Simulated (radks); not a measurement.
Values are calculated unless marked as measured or tabulated.
Task: The mean radii <r> (bohr) of the occupied orbitals of an atom or ion are listed with their occupations. Code: a radial shooting solver on a logarithmic mesh with Libxc functionals. Model: scalar-relativistic Kohn-Sham, SCAN, spin-unpolarised, spherical densities, finite nucleus; meta-GGA in the generalised Kohn-Sham scheme; Fermi nuclear charge, rms radius of each element as measured or else 0.836 A^(1/3) + 0.57 fm.

| orbital | occ. | <r> |
|---|---|---|
| 1s | 2 | 0.04149 |
| 2s | 2 | 0.1833 |
| 2p | 6 | 0.1601 |
| 3s | 2 | 0.5290 |
| 3p | 6 | 0.5397 |
| 3d | 10 | 0.5552 |
| 4s | 2 | 1.546 |
| 4p | 5 | 1.823 |
| 6d | 1 | 27.38 |

Name the element and its charge.

Result: Z = 36, krypton, charge 0: Kr in [Ar] 3d10 4s2 4p5 6d1. The 1s radius gives Z: for a bare nucleus <r> = (2 gamma + 1)/(2Z) with gamma = sqrt(1 - (Z/c)^2), 0.04069 bohr for Z = 36, and screening makes it slightly larger (0.04149 here). The occupations add up to 36, and the charge is Z minus that.
